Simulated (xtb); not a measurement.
C4H5F, SMILES C#C[C@H](C)F. All values are semi-empirical tight-binding results from xtb (GFN2-xTB unless named), good for trends rather than for accurate numbers. Geometry: GFN2-xTB. The structure was generated by enumeration; whether it is a known compound was not checked.

| Item | Value |
|---|---|
| orbital gap | 6.63 eV |
| dipole moment | 2.40 D |
| zero-point energy | 47.0 kcal/mol |
| G − E(el) at 298.15 K (modified RRHO) | 29.0 kcal/mol |
| static polarisability (D4 model) | 46.9 bohr³ |
| solvation energy, GFN2-xTB/ALPB(water) | -3.0 kcal/mol |
| solvation energy, GFN2-xTB/ALPB(toluene) | -3.9 kcal/mol |

Computed IR lines (harmonic; lines under 4 % of the strongest left out, lines within 3 cm⁻¹ merged):
ν (cm⁻¹): 364 (w), 476 (w), 525 (w), 665 (s), 682 (m), 842 (m), 925 (s), 1049 (vs), 1083 (vs), 1122 (vs), 1263 (m), 1280 (s), 1394 (m), 1470 (w), 1482 (w), 2870 (vs), 3045 (s), 3049 (m), 3055 (s), 3395 (m) (against the strongest line: vs over 80 %, s over 45 %, m over 15 %, w over 4 %, vw less)
